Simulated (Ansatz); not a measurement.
## CH3AlF2 (SMILES [CH3][Al]([F])[F]): the energy to break a bond

CH3AlF2 has 7 atoms, charge 0, and is taken as a singlet. SMILES: `[CH3][Al]([F])[F]`. The shape was relaxed beforehand at PBE0/def2-SVP.

```xyz
7

C    -0.2551    0.8282   -0.2401
Al    0.2928   -0.9542    0.2452
F     1.5230   -1.2285    1.3241
F    -0.4248   -2.3131   -0.3797
H    -1.0839    0.8230   -0.9633
H    -0.5772    1.3910    0.6509
H     0.5863    1.3855   -0.6827
```

Wanted: the dissociation energy of the F4–Al2 bond into doublet F and doublet CH3AlF (shapes relaxed at PBE0/def2-SVP, no zero-point term). 1 Eh = 2625.50 kJ/mol = 27.2114 eV. Totals in Eh; open shells run unrestricted unless said.

| level | program | CH3AlF2 | doublet F | doublet CH3AlF |
| --- | --- | --- | --- | --- |
| HF/def2-TZVP | Ansatz | -480.694135 | -99.411798 | -381.090393 |
| B3LYP/def2-TZVP | Ansatz | -482.337675 | -99.770147 | -382.319374 |
| MP2/def2-TZVP, 8 core orbitals frozen | Ansatz | -481.443063 | -99.609588 | -381.570255 |

Work out the dissociation energy at each level.


1. HF/def2-TZVP: (-99.411798) + (-381.090393) − (-480.694135) = 0.191944 Eh = 503.9 kJ/mol = 5.22 eV.
2. B3LYP/def2-TZVP: (-99.770147) + (-382.319374) − (-482.337675) = 0.248154 Eh = 651.5 kJ/mol = 6.75 eV.
3. MP2/def2-TZVP: (-99.609588) + (-381.570255) − (-481.443063) = 0.263220 Eh = 691.1 kJ/mol = 7.16 eV.

The levels span 504 to 691 kJ/mol; no measured value is set beside them. Hartree–Fock lacks the correlation of the electrons that are unpaired, so it comes out low. A bond enthalpy at 298 K also holds the loss of zero-point energy and thermal terms.
